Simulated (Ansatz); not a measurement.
Si4⁻, relaxed as a doublet with UKS B3LYP-D4/def2-TZVPD in Ansatz, starting from the GFN1-xTB geometry. Force threshold 0.02 eV/Å.

Another isomer (doublet) lies 2.59 eV lower at PBE0-D4/def2-TZVPD; other spin states weren't run for this one.

Start:

```tsv
atom	x (Å)	y (Å)	z (Å)
Si1	-1.153	-1.831	2.456
Si2	0.386	0.613	-0.823
Si3	-0.390	-0.614	0.820
Si4	1.158	1.833	-2.453
```

```
step  energy (eV)  largest force component (eV/Å)  SCF passes
   1  -31510.6614                           0.591          21
   2  -31510.6855                           0.162          30
   3  -31510.6865                           0.016          27
```

Force components are those of the run's own axes.

End:

```xyz
4

Si   -1.142   -1.813    2.431
Si    0.388    0.616   -0.827
Si   -0.392   -0.617    0.825
Si    1.145    1.814   -2.429
```

By distances, no bond broke or formed. The bond that changes most is Si2–Si4, from 2.18 to 2.14 Å (atoms count from 1).

No frequencies were taken in this run, so the end may be a saddle point.

It took 11 s on 4 threads of Arm Neoverse V1 on a shared host.
